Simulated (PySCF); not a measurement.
## A small calculation by hand: chemical shift, span and skew from a shielding tensor

C₃H₈O₂Si, SMILES COC[SiH2]C=O. Atoms are numbered in the order given.

```xyz
14

C      2.9083    -0.3130    -0.1987
O      1.5340    -0.4061     0.0759
C      0.9312     0.8240     0.4225
Si    -0.9026     0.4307     0.7242
C     -1.5689    -0.5228    -0.8241
O     -2.7502    -0.6077    -1.0724
H      3.1112     0.3683    -1.0495
H      3.4767     0.0564     0.6783
H      3.2698    -1.3189    -0.4567
H      1.0380     1.5713    -0.3938
H      1.4071     1.2759     1.3189
H     -1.0529    -0.4575     1.9113
H     -1.6982     1.6752     0.9199
H     -0.8091    -1.0192    -1.4930
```

The structure is a stationary point at B3LYP-D3(BJ)/def2-SVP. The structure was generated by enumeration, and PubChem lists no compound with its InChIKey, so it may never have been made. Other conformers were not sampled.

GIAO shieldings from PBE/pcSseg-1 (PySCF), non-relativistic, no solvent. The symmetric part of the tensor of C5 has the principal values -182.0, -92.1, 81.3 ppm. The same nucleus in TMS has σ = 182.0 ppm at this level (PySCF, at its B3LYP-D3(BJ)/def2-TZVP geometry).

Q: Work out the isotropic shielding, the ¹³C shift against TMS, the span and the skew.

A: 
σ(iso) = (σ11 + σ22 + σ33)/3 = -64.3 ppm. δ = σ(ref) − σ(iso) = 182.0 − (-64.3) = 246.3 ppm.
Span Ω = σ33 − σ11 = 263.3 ppm. Skew κ = 3(σ(iso) − σ22)/Ω = 0.32. Tumbling in solution averages the tensor to δ; in a static solid the shielding alone would spread this spin-1/2 line over Ω.
